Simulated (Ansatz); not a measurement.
Consider the ligand exchange at the In–C bond: `C=[C](F)[InH2]` + `OBF` → `FB[O][InH2]` + `C=CF`.

Program: Ansatz. Geometries: PBE0-D4/def2-TZVP. ΔE: electronic, gas phase. CBS: MP2 limit from def2 TZ/QZ plus the TZ coupled-cluster correction, frozen cores. This one scheme is used for every species. Functionals use def2-TZVPP. def2 core potentials past Kr. For In outer-core shells are correlated without core-valence functions, which leaves a few kJ/mol of doubt a bond. One conformer a species, not always the lowest.

| species | B2PLYP energy (Eh) |
| --- | --- |
| `C=[C](F)[InH2]` | -368.26179 |
| `OBF` | -201.19468 |
| `FB[O][InH2]` | -391.71090 |
| `C=CF` | -177.77539 |

Work out ΔE.

ΔE = (-391.71090) + (-177.77539) − (-368.26179) − (-201.19468) = -0.02982 Eh = -78.3 kJ/mol. CCSD(T)/CBS gives -81.2 kJ/mol.

Largest T1 diagnostic among the species: 0.016.

From r2SCAN to r2SCAN0 (25 % exact exchange), in def2-TZVPP and without D4, ΔE moves by +3.3 kJ/mol. Leaving LDA and LC-ωPBE aside and taking each functional with its dispersion term where it has one, the values, not all of them listed here, spread over 11.9 kJ/mol, from B97M-V to revPBE-D4. In def2-TZVPP, CCSD(T) changes the Hartree–Fock value by +3.5 kJ/mol (the triples alone add +0.1 kJ/mol) and MP2 by +3.5 kJ/mol.
